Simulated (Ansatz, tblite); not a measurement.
Removing and adding an electron: Tl₂H₂. The state is a singlet with charge 0. Geometry: PBE0-D4/def2-TZVP. Ansatz, gas phase; energy differences of separate SCF runs; the oxidised species was run as a doublet alone; the reduced species was run as a doublet alone.

```xyz
4

Tl    1.585    0.583   -0.339
Tl   -1.585   -0.583    0.339
H    -0.456    1.133   -0.183
H     0.456   -1.134    0.182
```

In the def2 sets Tl takes a core potential; there is no spin–orbit coupling. The xTB rows come from tblite. Correlated methods freeze 8 core orbitals; core or outer-core shells of Tl are correlated, in sets that lack core-valence functions. The structure comes from a short search, and lower isomers may exist.

```
               level  −HOMO (eV)  vertical IE (eV)  −LUMO (eV)  vertical EA (eV)  HOMO–LUMO gap (eV)  IE − EA (eV)                                     remarks
            GFN1-xTB        8.72             11.26        6.01              4.53                2.71          6.73                                           –
            GFN2-xTB        9.67             12.04        4.78              3.68                4.89          8.36                                           –
       HF/def2-TZVPD           –                 –           –              0.02                   –             –                                           –
       HF/def2-TZVPP           –              6.68           –                 –                   –             –  spin-contaminated (⟨S²⟩ 0.83) (+1 doublet)
    PBE-D4/def2-TZVP        4.85              7.43        2.68                 –                2.16             –                                           –
   PBE-D4/def2-TZVPD        4.86                 –        2.70              0.72                2.16             –                HOMO above zero (-1 doublet)
 r2SCAN-D4/def2-TZVP        5.05              7.44        2.45                 –                2.60             –                                           –
r2SCAN-D4/def2-TZVPD        5.06                 –        2.46              0.73                2.60             –                HOMO above zero (-1 doublet)
   PBE0-D4/def2-TZVP        5.64              7.46        2.02                 –                3.62             –                                           –
  PBE0-D4/def2-TZVPD        5.64                 –        2.03              0.65                3.62             –                HOMO above zero (-1 doublet)
      MP2/def2-TZVPD           –                 –           –              0.54                   –             –                                           –
      MP2/def2-TZVPP           –              7.61           –                 –                   –             –  spin-contaminated (⟨S²⟩ 0.83) (+1 doublet)
     CCSD/def2-TZVPD           –                 –           –              0.48                   –             –                                           –
     CCSD/def2-TZVPP           –              7.44           –                 –                   –             –  spin-contaminated (⟨S²⟩ 0.83) (+1 doublet)
  CCSD(T)/def2-TZVPD           –                 –           –              0.58                   –             –                                           –
  CCSD(T)/def2-TZVPP           –              7.45           –                 –                   –             –  spin-contaminated (⟨S²⟩ 0.83) (+1 doublet)
```

   A HOMO above zero means that the electron is unbound at that level or that self-interaction error raises the level; the energy of removing that electron tells which. Raw xTB energy differences between charge states are shifted by several eV; the methods need an empirical correction for them.
